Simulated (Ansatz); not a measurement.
Reaction (formal exchange of groups at the Si–Ge bond): `O[SiH2][GeH2][F]` + `[OH][AlH2]` → `[OH][AlH][SiH2]O` + `[F][GeH3]`

Program: Ansatz. Geometries: PBE0-D4/def2-TZVP. ΔE: electronic, gas phase. CCSD(T)/CBS is the MP2 limit (def2-TZVPP, def2-QZVPP) plus CCSD(T) − MP2 in def2-TZVPP, frozen cores. This one scheme is used for every species. DFT in def2-TZVPP. For Ge outer-core shells are correlated without core-valence functions, which leaves a few kJ/mol of doubt a bond. Scalar relativity is left out up to krypton. Each species was taken in one conformer, which may not be the lowest.

`O[SiH2][GeH2][F]`:

Z-matrix (Å, degrees):
```
Si
Ge 1 2.398
O 1 1.645 2 103.4
H 1 1.486 2 111.5 3 -119.3
H 1 1.485 2 111.5 3 119.3
F 2 1.770 1 97.5 3 0.2
H 2 1.539 1 118.4 3 111.8
H 2 1.539 1 118.4 3 -111.4
H 3 0.962 1 115.2 2 -0.2
```

`[OH][AlH2]`:

Cartesian coordinates in Å:
```
O 1.058 0.597 -0.068
Al -0.479 -0.115 -0.135
H 1.728 0.345 0.565
H -0.857 -1.264 0.889
H -1.448 0.437 -1.250
```

`[OH][AlH][SiH2]O`:

Z-matrix (Å, degrees):
```
Si
Al 1 2.472
O 1 1.665 2 112.2
H 1 1.497 2 111.7 3 124.4
H 1 1.490 2 111.2 3 -116.9
O 2 1.701 1 118.2 3 8.0
H 2 1.584 1 126.4 3 -171.7
H 3 0.958 1 116.9 2 72.5
H 6 0.956 2 122.4 1 3.9
```

`[F][GeH3]`:

```xyz
5

F    -0.619    0.289    1.503
Ge    0.034   -0.016   -0.083
H     1.357    0.755   -0.157
H     0.233   -1.533   -0.180
H    -1.005    0.505   -1.083
```

```tsv
level	ΔE (kJ/mol)
ωB97M-V	25.9
MP2/def2-TZVPP	21.7
HF/CBS(def2)	14.8
CCSD/CBS(def2)	20.3
```

(1) What does CCSD(T)/CBS give? (An estimate is asked.)

Largest T1 diagnostic among the species: 0.013.

## Answers

(1) Computed: +20.5 kJ/mol. The listed levels differ from it by 5.4, 1.2, -5.7, -0.2 kJ/mol.
